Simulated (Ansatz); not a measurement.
Geometry optimisation, UKS PBE-D4/6-31G in Ansatz 0.2.0.

Input:

```yaml
crystal:
  periodic: [false, false, false]
  atoms:
    - { symbol: C, position_ang: [-0.9847, -1.7375, -0.2988] }
    - { symbol: C, position_ang: [-0.0529, -0.9908, 0.5911] }
    - { symbol: C, position_ang: [1.2709, -0.6308, 0.121] }
    - { symbol: Si, position_ang: [0.7373, 0.7977, -0.6965] }
    - { symbol: C, position_ang: [0.0343, 2.2057, 0.3009] }
    - { symbol: H, position_ang: [-1.8016, -0.9935, -0.6878] }
    - { symbol: H, position_ang: [-0.5096, -2.1772, -1.1523] }
    - { symbol: H, position_ang: [-1.504, -2.4551, 0.2585] }
    - { symbol: H, position_ang: [-0.528, -0.3968, 1.4163] }
    - { symbol: H, position_ang: [2.0257, -0.4295, 0.9562] }
    - { symbol: H, position_ang: [1.7902, -1.3717, -0.4777] }
    - { symbol: H, position_ang: [-0.1226, 0.5602, -1.8981] }
    - { symbol: H, position_ang: [-1.0529, 2.0757, 0.6134] }
    - { symbol: H, position_ang: [0.0401, 3.154, -0.2404] }
    - { symbol: H, position_ang: [0.6359, 2.3387, 1.2234] }
magnetization:
  spin_polarized: true
basis:
  gaussian: { orbitals: "6-31G" }
hamiltonian:
  xc: pbe
  dispersion: d4
relax:
  f_tol: 0.02
  max_steps: 50
```

Launched with:

```bash
$ ansatz run input.yaml --threads 2 --pin off --max-ram 3072MiB --backend cpu --events-out ev --progress --plain --runs-dir out
```

Question: Where does it end, and by what steps?

Answer: It converged. The force dipped under the threshold on the way, but the program's further checks kept it going. Limits of this set-up: no polarisation functions. After 13 steps the energy has fallen by 1.805 eV; H13 moved furthest, 1.05 Å. Joined: C2–Si4.

```json
{"step": "0", "energy less start (eV)": "0.0000", "largest force component (eV/Å)": "4.112", "accepted": "yes"}
{"step": "1", "energy less start (eV)": "-0.8551", "largest force component (eV/Å)": "2.752", "accepted": "yes"}
{"step": "2", "energy less start (eV)": "-1.2564", "largest force component (eV/Å)": "1.058", "accepted": "yes"}
{"step": "3", "energy less start (eV)": "-1.4200", "largest force component (eV/Å)": "0.694", "accepted": "yes"}
{"step": "4", "energy less start (eV)": "-1.5793", "largest force component (eV/Å)": "0.723", "accepted": "yes"}
{"step": "5", "energy less start (eV)": "-1.7026", "largest force component (eV/Å)": "0.585", "accepted": "yes"}
{"step": "6", "energy less start (eV)": "-1.7729", "largest force component (eV/Å)": "0.308", "accepted": "yes"}
{"step": "7", "energy less start (eV)": "-1.7918", "largest force component (eV/Å)": "0.167", "accepted": "yes"}
{"step": "8", "energy less start (eV)": "-1.7920", "largest force component (eV/Å)": "0.258", "accepted": "yes"}
{"step": "9", "energy less start (eV)": "-1.8011", "largest force component (eV/Å)": "0.144", "accepted": "yes"}
{"step": "10", "energy less start (eV)": "-1.8038", "largest force component (eV/Å)": "0.044", "accepted": "yes"}
{"step": "11", "energy less start (eV)": "-1.8044", "largest force component (eV/Å)": "0.019", "accepted": "yes"}
{"step": "12", "energy less start (eV)": "-1.8046", "largest force component (eV/Å)": "0.041", "accepted": "yes"}
{"step": "13", "energy less start (eV)": "-1.8047", "largest force component (eV/Å)": "0.007", "accepted": "yes"}
```

```xyz
15
Properties=species:S:1:pos:R:3
C -0.999 -1.975 -0.292
C -0.292 -0.818 0.396
C 1.231 -0.632 0.152
Si 0.160 0.806 -0.541
C 0.135 2.509 0.331
H -2.096 -1.859 -0.254
H -0.709 -2.046 -1.356
H -0.739 -2.941 0.184
H -0.593 -0.674 1.444
H 1.862 -0.446 1.028
H 1.695 -1.317 -0.568
H -0.073 0.802 -2.032
H -0.838 3.008 0.192
H 0.929 3.164 -0.065
H 0.305 2.370 1.411
```

Whether the end is a true minimum wasn't checked by a vibrational analysis.

Run time: 35 s on 2 threads of AMD EPYC 7B13 (Zen 3), on a shared host, peak memory 0.19 GiB.
